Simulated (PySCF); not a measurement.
ClCu, singlet, geometry from GFN2-xTB (such geometries of metal compounds can be far from the true shape); PBE/STO-3G run with PySCF.

The PySCF input:
```python
from pyscf import gto, scf, dft

mol = gto.M(
    atom='''
Cu   -0.00000000   -0.00000000   -0.75781346
Cl    0.00000000    0.00000000    1.29274060
''',
    basis='sto-3g',
    verbose=3,
)

mf = dft.RKS(mol)
mf.xc = 'pbe'
mf.kernel()
mf.analyze()
```

It wrote (shortened):

```
SCF not converged.
SCF energy = -2065.56573745317
**** MO energy ****
MO #1   energy= -324.48575158503   occ= 2
MO #2   energy= -99.41081678013    occ= 2
MO #3   energy= -43.5885694546877  occ= 2
MO #4   energy= -39.8156307217024  occ= 2
MO #5   energy= -39.7475835440913  occ= 2
MO #6   energy= -39.7375610465975  occ= 2
MO #7   energy= -8.82596086870052  occ= 2
MO #8   energy= -8.38889823765542  occ= 2
MO #9   energy= -7.02429631631917  occ= 2
MO #10  energy= -6.89674759287259  occ= 2
MO #11  energy= -6.87489084093251  occ= 2
MO #12  energy= -6.67128676381408  occ= 2
MO #13  energy= -6.65986740651043  occ= 2
MO #14  energy= -6.6596192185011   occ= 2
MO #15  energy= -4.1240592771629   occ= 2
MO #16  energy= -4.10357940492891  occ= 2
MO #17  energy= -4.08850080734119  occ= 2
MO #18  energy= -3.99852691051837  occ= 2
MO #19  energy= -3.99619464399051  occ= 2
MO #20  energy= -0.930298133352073 occ= 2
MO #21  energy= -0.712872847903001 occ= 2
MO #22  energy= -0.624898205049416 occ= 2
MO #23  energy= -0.608501158138162 occ= 2
MO #24  energy= -0.470063503927834 occ= 0
MO #25  energy= -0.194371337317657 occ= 0
MO #26  energy= -0.192770748992703 occ= 0
MO #27  energy= -0.152404060175226 occ= 0
 ** Mulliken atomic charges  **
charge of    0Cu =     -5.15892
charge of    1Cl =      5.15892
Dipole moment(X, Y, Z, Debye):  0.00048, -0.00042, 61.71564
```

The run did not converge; its last values are not results.
